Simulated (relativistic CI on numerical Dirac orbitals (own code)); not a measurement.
# Ho XXVI: q coefficients and field-shift factors

Calculated at this level of theory: Dirac-Coulomb-Breit CI, orbitals from a KLI potential per configuration, derivatives by finite differences, unscaled Slater integrals, QED left out (own radial code, finite nucleus).

Configurations in the expansion (outside the closed core [Ar] 3d10): 4s2 4p6 4d6, 4s2 4p5 4d7, 4s2 4p4 4d8, 4s 4p6 4d7, 4p6 4d8, 4s2 4p6 4d5 5s, 4s 4p5 4d8, 4s2 4p6 4d5 5p. Levels of other configurations are missing.

With x = (α/α₀)² − 1 an excitation energy changes as ω = ω₀ + qx; K = 2q/ω₀ is the relative enhancement. Terms are leading LS components, so labels can repeat. The field-shift factor is F = δν/δ⟨r²⟩ for the transition from the lowest level.

Lowest level 4s2 4p6 4d6 5D_4.

| Level | ω₀ (cm⁻¹) | q (cm⁻¹) | K | F (GHz/fm²) |
| --- | --- | --- | --- | --- |
| 4s2 4p6 4d6 3P_2 | 17435.4 | -492.9 | -0.0565 | -0.372 |
| 4s2 4p6 4d6 3P_0 | 48426.1 | 21940 | 0.906 | 0.458 |
| 4s2 4p6 4d6 5D_3 | 57213.2 | 74560 | 2.61 | 1.46 |
| 4s2 4p6 4d6 5D_1 | 67673.4 | 75740 | 2.24 | 1.39 |
| 4s2 4p6 4d6 5D_4 | 72549.2 | 58790 | 1.62 | 1.3 |
| 4s2 4p6 4d6 3G_5 | 94437.9 | 65080 | 1.38 | 1.49 |
| 4s2 4p6 4d6 3H_6 | 96796.0 | 66040 | 1.36 | 1.62 |
| 4s2 4p6 4d6 3F_2 | 105127.4 | 68930 | 1.31 | 0.968 |
| 4s2 4p6 4d6 3F_3 | 108751.8 | 71590 | 1.32 | 1.42 |
| 4s2 4p6 4d6 5D_2 | 127267.8 | 117800 | 1.85 | 2.22 |
| 4s2 4p6 4d6 3D_1 | 138247.7 | 80060 | 1.16 | 1.59 |
| 4s2 4p6 4d6 3P_0 | 139303.6 | 65380 | 0.939 | 1.18 |
| 4s2 4p6 4d6 3G_4 | 139853.6 | 83170 | 1.19 | 1.91 |

At this charge energies of transitions that change n are usually good to better than 1 %, and those within a shell (Δn = 0) to a few per cent. Terms inside the open d or f shell come out 10 to 20 % too wide with unscaled integrals.
